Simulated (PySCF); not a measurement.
Al(OH)2(SiH3) (AlH5O2Si), SMILES [OH][Al]([OH])[SiH3].

Geometry optimised at PBE0-D3(BJ)/def2-SVP. The values are those of a single conformer.

All values below come from PySCF with IEF-PCM-M06-2X/def2-SVP.

The values are the electrostatic part of the solvation free energy, E(continuum) − E(gas) at the gas-phase geometry, in a cavity of scaled van der Waals radii (PySCF's table); cavitation and dispersion terms are not included. A continuum can't describe solvent molecules that bind to the metal. In vacuum the orbital gap is 9.23 eV. The dipole moment in vacuum is 2.96 D.

Computed values in water (ε = 78.36), acetone (ε = 20.49), acetonitrile (ε = 35.69):
```
solvent           ε  ΔG(elec) (kcal/mol)  dipole (D)  gap (eV)
------------  -----  -------------------  ----------  --------
water         78.36                 -8.5        3.65      9.43
acetone       20.49                 -8.0        3.61      9.41
acetonitrile  35.69                 -8.3        3.63      9.42
```
